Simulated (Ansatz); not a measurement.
Ansatz results at the PBE0-D4/def2-TZVP geometry: HOMO–LUMO gap (PBE0/def2-TZVPP) 6.88 eV; LUMO energy (B3LYP/def2-TZVPP) -0.96 eV; LUMO energy (PBE0/def2-TZVPP) -0.73 eV.

Each molecule was computed in one conformer, which needn't be the lowest.

**Question.** Which molecule gave them?
A. `C[NH][Al]([OH])[SH]`
B. `C[O][AlH][CH2]F`
C. `CCOC(=S)S`
D. `C[SiH2]P`

**Answer.** B. The others give `C[SiH2]P`: 7.74, 0.11, 0.34; `C[NH][Al]([OH])[SH]`: 6.54, -0.49, -0.20; `CCOC(=S)S`: 5.17, -1.52, -1.33.

B3LYP here is the variant with VWN-RPA as its local correlation; programs differ in this.
